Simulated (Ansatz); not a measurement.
Gas-phase electronic energies from Ansatz, PBE0-D4/def2-TZVP geometries. CCSD(T)/CBS is the MP2 limit (def2-TZVPP, def2-QZVPP) plus CCSD(T) − MP2 in def2-TZVPP, frozen cores. This one scheme is used for every species. Each species was taken in one conformer, which may not be the lowest.

Consider the ligand exchange at the Al–O bond: `[OH][Al]([F])[F]` + H–F → `[F][Al]([F])[F]` + H₂O.

`[OH][Al]([F])[F]`:

Cartesian coordinates in Å:
```
O -0.713 0.814 -0.608
Al 0.102 -0.288 0.352
F -0.586 -0.787 1.747
F 1.570 -0.889 -0.055
H -0.373 1.150 -1.435
```

H–F:

Z-matrix (Å, degrees):
```
F
H 1 0.920
```

`[F][Al]([F])[F]`:

Z-matrix (Å, degrees):
```
Al
F 1 1.629
F 1 1.629 2 120.0
F 1 1.629 2 120.0 3 -180.0
```

H₂O:

Z-matrix (Å, degrees):
```
O
H 1 0.960
H 1 0.960 2 105.1
```

```
           species  CCSD/CBS(def2) energy (Eh)
`[OH][Al]([F])[F]`                  -517.57267
               H–F                  -100.38944
 `[F][Al]([F])[F]`                  -541.60662
               H₂O                   -76.37179
```

Task: Work out ΔE.

Result: ΔE = (-541.60662) + (-76.37179) − (-517.57267) − (-100.38944) = -0.01630 Eh = -42.8 kJ/mol. CCSD(T)/CBS gives -42.1 kJ/mol.

Largest T1 diagnostic among the species: 0.013.

Leaving LDA and LC-ωPBE aside and taking each functional with its dispersion term where it has one, the values, not all of them listed here, spread over 5.8 kJ/mol, from B97M-V to HSE06-D4. LDA lies +5.4 kJ/mol from PBE without D4. In def2-TZVPP, CCSD(T) changes the Hartree–Fock value by +4.3 kJ/mol (the triples alone add +0.7 kJ/mol) and MP2 by +5.0 kJ/mol.
